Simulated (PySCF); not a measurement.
Ge(H)2(OH)(NH2) (GeH5NO), SMILES [NH2][GeH2][OH].

Coordinates come from a B3LYP-D3(BJ)/def2-SVP optimisation. Other conformers were not sampled.

Level of theory: PBE0/def2-TZVPD (PySCF).

Gas-phase values at a fixed geometry.

Task: Estimate the frontier levels, gap, dipole moment and polarisability. (An estimate is asked for; the answer gives what the named calculation found.)

Result: 
The highest occupied level is -7.78 eV. The lowest empty level is 0.06 eV, the orbital gap comes out as 7.84 eV and the dipole moment is 0.65 D. The quadrupole, principal values (traceless, Buckingham form, about the centre of nuclear charge) comes out as -7.59, 0.65, 6.93 D·Å and the mean static polarisability comes out as 45.6 bohr³ (6.76 Å³). The polarisability, principal values is 42.9, 44.5, 49.5 bohr³.
